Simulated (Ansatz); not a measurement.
Geometry optimisation, Ansatz 0.2.0, RKS B3LYP/def2-SVP.

Input file:

```yaml
crystal:
  periodic: [false, false, false]
  atoms:
    - { symbol: B, position_ang: [0.308715, 0.276088, 0.246095] }
    - { symbol: Cl, position_ang: [1.450188, 0.241669, 1.686271] }
    - { symbol: C, position_ang: [0.924717, -0.033878, -1.162789] }
    - { symbol: C, position_ang: [-1.148682, 0.794136, 0.510302] }
    - { symbol: H, position_ang: [0.096119, -1.929028, 1.047036] }
    - { symbol: H, position_ang: [-0.37247, -2.06572, 0.541257] }
    - { symbol: H, position_ang: [1.270893, 0.931663, -1.581891] }
    - { symbol: H, position_ang: [1.801914, -0.696093, -1.134647] }
    - { symbol: H, position_ang: [0.185999, -0.430955, -1.877356] }
    - { symbol: H, position_ang: [-1.542761, 0.515824, 1.498738] }
    - { symbol: H, position_ang: [-1.107627, 1.900963, 0.496082] }
    - { symbol: H, position_ang: [-1.866903, 0.495431, -0.269196] }
basis:
  gaussian: { orbitals: def2-SVP }
hamiltonian:
  xc: b3lyp
relax:
  f_tol: 0.03
  max_steps: 50
output:
  orbitals: {}
```

Launched with:

```bash
$ ansatz run input.yaml --threads 2 --pin off --max-ram 3072MiB --backend cpu --events-out ev --progress --plain --runs-dir out
```

Where does it end, and by what steps?

It converged. The force dipped under the threshold on the way, but the program's further checks kept it going. After 21 steps the energy has fallen by 0.226 eV; H6 moved furthest, 1.82 Å.

```
step  energy less start (eV)  largest force component (eV/Å)  accepted
   0                  0.0000                           1.732       yes
   1                 -0.1410                           0.419       yes
   2                 -0.1769                           0.264       yes
   3                 -0.1938                           0.100       yes
   4                 -0.1950                           0.168       yes
   5                 -0.1985                           0.040       yes
   6                 -0.2004                           0.028       yes
   7                 -0.2028                           0.143       yes
   8                 -0.2048                           0.092       yes
   9                 -0.2076                           0.109       yes
  10                 -0.2091                           0.220       yes
  11                 -0.2075                           0.253        no
  12                 -0.2117                           0.035       yes
  13                 -0.2127                           0.013       yes
  14                 -0.2143                           0.200       yes
  15                 -0.2171                           0.096       yes
  16                 -0.2208                           0.025       yes
  17                 -0.2022                           0.620        no
  18                 -0.2233                           0.062       yes
  19                 -0.2246                           0.122       yes
  20                 -0.2243                           0.164        no
  21                 -0.2260                           0.022       yes
```

```xyz
12
Properties=species:S:1:pos:R:3
B 0.306 0.479 0.136
Cl 1.183 -0.141 1.566
C 0.955 0.298 -1.278
C -1.075 1.184 0.374
H -0.012 -3.034 1.483
H -0.372 -3.693 1.356
H 0.788 1.184 -1.916
H 2.024 0.046 -1.267
H 0.419 -0.532 -1.781
H -1.640 0.766 1.220
H -0.865 2.241 0.633
H -1.711 1.202 -0.526
```

Run time: 44 s on 2 threads of Arm Neoverse V2, with other jobs on the host, peak memory 0.2 GiB.
